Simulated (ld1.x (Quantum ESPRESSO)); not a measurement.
Configuration tests for Te (Z = 52) (ultrasoft)

tellurium, ultrasoft, made with ld1.x (Quantum ESPRESSO) 7.5 (revPBE, scalar-relativistic). Core [Kr], reference 4d10 5s2 5p3 (charge +1). Waves: 5s (bound): rcut 1.60, rcutus 1.85 bohr; 5s channel at -0.7 Ry: rcut 1.60, rcutus 1.85 bohr; 5p (bound): rcut 1.70, rcutus 2.30 bohr; 5p channel at 0.05 Ry: rcut 1.70, rcutus 2.30 bohr; 4d (bound): rcut 1.45, rcutus 1.70 bohr; 4d channel at -1.75 Ry: rcut 1.45, rcutus 1.70 bohr. Local part: all-electron potential smoothed inside 1.65 bohr (lloc = -1). Core correction: Bessel-smoothed model core inside 1.20 bohr. Augmentation charge: PSQ, inside the norm-conserving radii.

Energies are relative to the spin-unpolarised reference configuration 4d10 5s2 5p3; without spin polarisation the order of configurations can differ from experiment.

| valence configuration | charge | ΔE all-electron (eV) | error AE − PS (meV) |
| --- | --- | --- | --- |
| 4d10 5s2 5p4 | 0 | -9.683 | +2.4 |
| 4d10 5s2 5p2 | +2 | 17.865 | -5.0 |
| 4d10 5s2 5p1 | +3 | 44.674 | -13 |
| 4d9 5s2 5p5 | 0 | 28.582 | -111 |
| 4d10 5s2 5p3.5 | +0.5 | -5.808 | +1.4 |
| 4d10 5s2 5p4.3 | -0.3 | -11.139 | +2.9 |

Task: What are ΔE and the potential's error for 4d10 5s2 5p0?

Result: ΔE = 81.016 eV all-electron; the error (AE − PS) is -28 meV.

Levels in the configuration 4d10 5s2 5p4:

```tsv
level	all-electron (eV)	pseudo (eV)
4d	-41.625	-41.627
5s	-15.046	-15.046
5p	-5.910	-5.910
```
